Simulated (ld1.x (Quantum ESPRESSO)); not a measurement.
Which change was made? (Si, TM)

Si, norm-conserving Troullier–Martins (Kleinman–Bylander form), made with ld1.x (Quantum ESPRESSO) 7.5 (PBEsol, non-relativistic). Core [Ne], reference 3s2 3p2. Waves: 3s (bound): rc 1.55 bohr; 3p (bound): rc 2.15 bohr. Local part: all-electron potential smoothed inside 1.25 bohr (lloc = -1). Core correction: a·sin(br)/r model core, default radius (core density twice the valence density).

Cutoffs, loose and tight: the cutoffs (Ry, on a coarse ladder) from which the occupation-weighted sum of valence levels, in a spherical-Bessel basis at the reference potential, stays within 10 and 1 mRy of its value at 400 Ry. They do not see the model core or the augmentation charge, which bear on the density cutoff. Test errors are all-electron minus pseudo excitation energies from the reference, over the configurations 3s2 3p1; 3s2 3p0; 3s1 3p0; 3s2 3p2.3; 3s0 3p4; 3s1 3p2; 3s1 3p3; variants that change the core or the reference have their own tests.

The base gives: outcome: generated; cutoff, loose: 15 Ry; cutoff, tight: 40 Ry; bound ghosts: none; largest test error (meV): +184.

Task: After one change the result is: outcome: generated; cutoff, loose: 15 Ry; cutoff, tight: 40 Ry; bound ghosts: none; largest test error (meV): +72. Which change was it?
A. all radii but the core radius scaled by about 0.78 (s 1.22, p 1.68 bohr); local potential all-electron potential smoothed inside 0.98 bohr (lloc = -1)
B. all radii but the core radius scaled by about 1.12 (s 1.74, p 2.42 bohr); local potential all-electron potential smoothed inside 1.40 bohr (lloc = -1)
C. all radii but the core radius scaled by about 1.24 (s 1.92, p 2.66 bohr); local potential all-electron potential smoothed inside 1.54 bohr (lloc = -1)

Result: B. The others give: all radii but the core radius scaled by about 0.78 (s 1.22, p 1.68 bohr); local potential all-electron potential smoothed inside 0.98 bohr (lloc = -1) → outcome: generated; cutoff, loose: 45 Ry; cutoff, tight: 100 Ry; bound ghosts: s; largest test error (meV): +832 | all radii but the core radius scaled by about 1.24 (s 1.92, p 2.66 bohr); local potential all-electron potential smoothed inside 1.54 bohr (lloc = -1) → outcome: generated; cutoff, loose: 12 Ry; cutoff, tight: 35 Ry; bound ghosts: none; largest test error (meV): +62.
